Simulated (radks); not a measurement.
Task: Species: the mercury ion Hg4+. Configuration: [Xe] 4f14 5d8. Method: Dirac Kohn-Sham, PBE, spin-unpolarised, spherical densities, finite nucleus; open shells fill j = l - 1/2 first; Fermi nuclear charge, rms radius 5.4648 fm; computed with a radial shooting solver on a logarithmic mesh with Libxc functionals. Some entries of the table are withheld. Estimate them.

orbital  occ.  eigenvalue (eV)  <r> (bohr)  <r^2> (bohr^2)
1s1/2       2        -83047.19     0.01659       0.0003810
2s1/2       2        -14749.57     0.06926        0.005741
2p1/2       2        -14158.01     0.05692        0.004054
2p3/2       4        -12210.44     0.06560        0.005240
3s1/2       2              (1)      0.1801         0.03725
3p1/2       2        -3271.105      0.1704         0.03392
3p3/2       4        -2839.711      0.1863         0.04031
3d3/2       4        -2395.189      0.1621         0.03086
3d5/2       6        -2302.745      0.1670         0.03259
4s1/2       2        -817.6062         (2)          0.1800
4p1/2       2        -702.7050      0.4011          0.1832
4p3/2       4        -598.5311      0.4353          0.2154
4d3/2       4        -410.3460      0.4424          0.2263
4d5/2       6        -390.9187      0.4535          0.2376
5s1/2       2        -168.0148      0.8986          0.9048
4f5/2       6        -148.7543      0.4787          0.2764
4f7/2       8        -144.5558      0.4854          0.2841
5p1/2       2              (3)      0.9637           1.047
5p3/2       4              (4)       1.054           1.251
5d3/2       4         -58.3900         (5)             (6)
5d5/2       4         -56.1714         (7)             (8)

Result: 
(1) 3s1/2 eigenvalue (eV): -3538.608
(2) 4s1/2 <r> (bohr): 0.3991
(3) 5p1/2 eigenvalue (eV): -129.8391
(4) 5p3/2 eigenvalue (eV): -111.1769
(5) 5d3/2 <r> (bohr): 1.318
(6) 5d3/2 <r^2> (bohr^2): 1.995
(7) 5d5/2 <r> (bohr): 1.357
(8) 5d5/2 <r^2> (bohr^2): 2.113
